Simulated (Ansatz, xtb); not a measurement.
Ranking isomers of ClF2H2Si2

5 gas-phase structures of ClF2H2Si2, found in a search over its isomers (lower ones may exist). Each was relaxed with GFN2-xTB; where two conformers were screened, the lower at r2SCAN-D4/def2-SVP is listed:

A. `F[Si](F)([SiH2])Cl`, a doublet
B. `F[SiH](F)[SiH]Cl`, a doublet
C. `F[Si](F)[SiH2]Cl`, a doublet
D. `F[SiH][Si@H](F)Cl`, a doublet
E. `F[SiH2][Si](F)Cl`, a doublet

Question: Estimate their order in r2SCAN-D4/def2-SVP energy at these geometries, lowest first.

Answer: Calculated order at r2SCAN-D4/def2-SVP: A (0.0), B (7.8), C (12.2), E (12.2), D (14.1) kcal/mol. Less than 1 kcal/mol parts C and E, so the order within that pair means little.

Energies above the lowest of each column, in kcal/mol; the last columns are at B3LYP/6-31G* geometries and were run for some of them only (a dash: not run or not comparable):

```csv
structure,GFN2-xTB,HF/STO-3G,r2SCAN-D4/def2-SVP,B3LYP/6-31G*,CCSD(T)/def2-SVP + ΔMP2/def2-TZVPP
A,8.7,0.4,0.0,0.0,0.0
B,0.0,2.7,7.8,5.6,5.5
C,4.3,0.0,12.2,9.5,–
E,0.2,1.2,12.2,9.5,–
D,2.6,7.9,14.1,–,–
```

CCSD(T)/def2-SVP + ΔMP2/def2-TZVPP puts A lowest of those it was run on; GFN2-xTB picks B, HF/STO-3G picks C. Flexible structures stand in one conformer each, not always the lowest. Frequencies (B3LYP/6-31G*) were run for A, B alone. Open shells are spin-unrestricted. ΔMP2 is the change of the MP2 energy from the smaller to the larger basis.

Over these structures GFN2-xTB departs from r2SCAN-D4/def2-SVP by 5.9 kcal/mol on average once a common shift is removed. A GFN2-xTB relaxation took about 0.079 s and the r2SCAN-D4/def2-SVP energy about 2.1 s on a shared host (Ansatz 0.2.0, xtb 6.7.1 (Pople sets with spherical d functions)).
